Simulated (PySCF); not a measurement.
Bi(OH)(OMe)2, C2H7BiO3, SMILES [O](C)[Bi]([O]C)[OH] at its PBE0/def2-SVP optimised geometry (Å):

```
13

Bi    -1.7200    -1.1967     0.0000
O     -1.9846     0.8742     0.0000
H     -1.9979     1.1967     0.9120
O      0.3689    -1.1967     0.0000
C      1.1210    -0.0497     0.2838
H      0.5483     0.8856     0.1402
H      1.4966    -0.0591     1.3253
H      1.9979    -0.0124    -0.3870
O     -1.9690    -1.4120     2.0652
C     -0.8861    -1.4518     2.9508
H      0.0328    -1.8690     2.4977
H     -0.6319    -0.4464     3.3414
H     -1.1514    -2.0839     3.8169
```

Computed with PBE0/def2-TZVP, def2 effective core potentials past Kr (PySCF 2.14.0). The core electrons that the potentials of Bi replace are not part of the density.

Map of the electrostatic potential (hartree/e), clipped to [-0.08, 0.12] on the plane z = 1.0 Å:

```
|:::::::::::::::::::::::::::::::|
|:::::::::::::::::::::::::::::::|
|:::::::::::::::::::::::::::::::|
|:::::::---:::::::::::::::::::::|
|:::::-------:::::::::::::::::::|
|::::----------:::::::::::::::::|
|:::---====------------:::::::::|
|:::--=+***=--------------::::::|
|:::-=*@@@@*=--------------:::::|
|:::-+@@@@@@+---------------::::|
|:::-+@@@@@@*=---===--------::::|
|:::-+@@@@@@*=--==++====----::::|
|:::-=%@@@@@+=--=+**##*+=---::::|
|:::-=*@@@@#+====+%@@@@%+---::::|
|:---=+#@@@%*++=+#@@@@@@#=--::::|
|---=+*%@@@@@#*++%@@@@@@%=-:::::|
|-==+#@@@@@@@@#**%@@@@@@#=-:::::|
|-=+*@@@@@@@@@@*+*@@@@@@+-::::::|
|==+#@@@@@@@@@@*++*%@@%+--::::::|
|=+*%@@@@@@@@@@*====+==-::::::::|
|=+*%@@@@@@@@@@+--::::::::::::::|
|==+#@@@@@@@@@@+:..  ...::::::::|
|==+*%@@@@@@@@%=:     ...:::::::|
|===+#@@@@@@@@#=:     ...:::::::|
|-==++*%@@@@@#+=:.    ...:::::::|
|--===+*#####*+-:........:::::::|
|---===+++**++=-::......::::::::|
|----=====++===-:::....:::::::::|
|------=======---:::::::::::::::|
|--------====----:::::::::::::::|
|----------------:::::::::::::::|
```
Scale: ten equal steps from -0.050 (start of ' ') to 0.120 (end of '@'), in the order ' .:-=+*#%@'; x runs from -4.00 to 4.00, y from -4.00 (bottom) to 4.00 (top).
